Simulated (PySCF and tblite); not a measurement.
Values are calculated unless marked as measured or tabulated.
Dynamics report: rotation

System: C3H8O2Si, numbered as in [CH3:1][CH2:2][C:3](=[O:4])[O:5][SiH3:6].

Motion: rotation about the C3–O5 bond (torsion C2–C3–O5–Si6 from 180° to 360°, rising). Geometries: PBE0-D3(BJ)/def2-SVP; energies: PBE0/pcSseg-1 + D3(BJ); zero-point and thermal terms from GFN2-xTB harmonic modes (soft modes blended into free rotors). Rate constants are transition-state-theory values, counting equivalent paths, without tunnelling. Run with tblite and PySCF.

```csv
point,symmetry,E(GFN2) kcal/mol,E(DFT) kcal/mol,ZPE change kcal/mol,lowest mode cm⁻¹,dipole D
start,Cs,0.0,0.0,0.00,34,1.56
saddle,C1,4.3,8.5,-0.23,57i,3.22
end,Cs,3.5,6.9,-0.06,41,3.83
```

| Quantity | Value |
| --- | --- |
| Electronic barrier | 8.5 kcal/mol |
| Barrier with zero-point energy | 8.2 kcal/mol |
| ΔH‡ (298 K) | 7.8 kcal/mol |
| ΔS‡ (298 K, symmetry apart) | -3.1 cal/(mol K) |
| Paths | 2 equivalent paths |
| End point | a different minimum |
| Mean lifetime of the start against this motion at 298 K | 190 ns |
| Cost | 5.7 min on 1 thread of Intel Xeon @ 2.80GHz (shared host) (rough), peak memory 0.74 GiB, launched as `OMP_NUM_THREADS=1 python ens_run.py task.json out` |

| T/K | ΔG‡ kcal/mol | k s⁻¹ | ΔG kcal/mol | k back s⁻¹ |
| --- | --- | --- | --- | --- |
| 150 | 8.4 | 4.2 | 6.8 | 3.2×10¹⁰ |
| 200 | 8.4 | 4850 | 6.8 | 1.2×10¹¹ |
| 250 | 8.6 | 3.4×10⁵ | 6.8 | 2.9×10¹¹ |
| 298 | 8.7 | 5.3×10⁶ | 6.8 | 5×10¹¹ |
| 350 | 8.8 | 4.5×10⁷ | 6.8 | 7.8×10¹¹ |
| 400 | 9.0 | 2.1×10⁸ | 6.8 | 1.1×10¹² |
| 500 | 9.3 | 1.8×10⁹ | 6.8 | 1.7×10¹² |

ΔG and ΔG‡ leave out symmetry numbers and mirror images; rates count paths: 2 out, 2 back.
